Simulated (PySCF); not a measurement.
B(Me)(OMe)(iPr), SMILES COB(C)C(C)C (GFN2-xTB optimised geometry):

```
20

B      0.277     0.532     0.000
C      1.868     0.532     0.000
H      2.262    -0.033    -0.842
H      2.263     0.065     0.899
H      2.272     1.539    -0.056
O     -0.288     1.742     0.000
C     -1.657     2.050    -0.023
H     -1.809     2.953     0.573
H     -1.967     2.251    -1.052
H     -2.272     1.242     0.380
C     -0.557    -0.850    -0.040
C      0.210    -2.055     0.508
C     -0.994    -1.142    -1.485
H     -1.472    -0.755     0.560
H     -0.406    -2.953     0.468
H      1.109    -2.234    -0.075
H      0.501    -1.887     1.542
H     -1.588    -0.324    -1.888
H     -1.590    -2.053    -1.530
H     -0.121    -1.273    -2.121
```

Calculation: PySCF 2.14.0 with B3LYP/def2-SVP.

Task: What are the frontier orbital energies and the dipole moment?

Result: HOMO-2 -8.87 eV, HOMO-1 -8.53 eV, HOMO -7.16 eV, LUMO 0.59 eV, LUMO+1 1.33 eV; dipole moment 1.51 D.

On the same geometry PBE/def2-SVP run with PySCF gives HOMO-2 -7.63 eV, HOMO-1 -7.28 eV, HOMO -5.96 eV, LUMO -0.21 eV, LUMO+1 0.80 eV; dipole moment 1.46 D.

Meta-Löwdin charges at B3LYP/def2-SVP: B1 0.32, C2 -0.41, H3 0.10, H4 0.11, H5 0.10, O6 -0.34, C7 -0.06, H8 0.11, H9 0.10, H10 0.09, C11 -0.16, C12 -0.27, C13 -0.27, H14 0.07, H15 0.08, H16 0.09, H17 0.09, H18 0.08, H19 0.09, H20 0.09.
